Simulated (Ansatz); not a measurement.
`[F][Zr]([F])([Br])[Br]` + H₂O → `[OH][Zr]([F])([F])[Br]` + HBr at 500 K and 1 bar (formal hydrolysis of a Zr–Br bond).

Isolated molecules relaxed with PBE0-D4/def2-TZVP in Ansatz; ΔE leaves out vibrations. CCSD(T)/CBS is the MP2 limit (def2-TZVPP, def2-QZVPP) plus CCSD(T) − MP2 in def2-TZVPP, frozen cores. This one scheme is used for every species. def2 core potentials past Kr. For Br, Zr outer-core shells are correlated without core-valence functions, which leaves a few kJ/mol of doubt a bond. Scalar relativity is left out up to krypton. Each species was taken in one conformer, which may not be the lowest.

```
                 species  CCSD(T)/CBS energy (Eh)  H − E (kJ/mol)  S (J/(mol·K))
`[F][Zr]([F])([Br])[Br]`              -5393.52850            57.4          434.4
                     H₂O                -76.37941            73.2          206.3
`[OH][Zr]([F])([F])[Br]`              -2895.97895            91.1          438.2
                     HBr              -2573.91920            30.5          213.7
```

H − E and S are ideal-gas, rigid-rotor, harmonic terms from PBE0-D4/def2-TZVP, for one conformer and one mirror image of each species. 1 Eh = 2625.50 kJ/mol, R = 8.31446 J/(mol·K).

**Question.** By hand: ΔE, ΔH, ΔS and ΔG.

**Answer.** ΔE = (-2895.97895) + (-2573.91920) − (-5393.52850) − (-76.37941) = 0.00976 Eh = 25.6 kJ/mol. Δ(H − E) = 91.1 + 30.5 − 57.4 − 73.2 = -9.0, so ΔH = 16.6 kJ/mol. ΔS = 438.2 + 213.7 − 434.4 − 206.3 = 11.2 J/(mol·K). ΔG = 16.6 − 500 × (11.2)/1000 = 11.0 kJ/mol.

**Question.** By hand: the equilibrium constant, and the temperature at which ΔG would vanish if ΔH and ΔS stayed fixed.

**Answer.** log₁₀ K = −ΔG/(RT ln 10) = -1.1. ΔG = 0 at ΔH/ΔS = 1482 K, though so small a ΔS makes that figure unsure.

TΔS isn't small against ΔH here. A doubt of 5 kJ/mol in ΔE shifts log₁₀ K by 0.5 here. Other conformers and mirror images would add mixing entropy, several J/(mol·K) or more a flexible species. These are equilibria of isolated gas molecules and say nothing of rates. Largest T1 diagnostic: 0.015 (customary marks: 0.02 for closed shells, 0.045 for open ones).
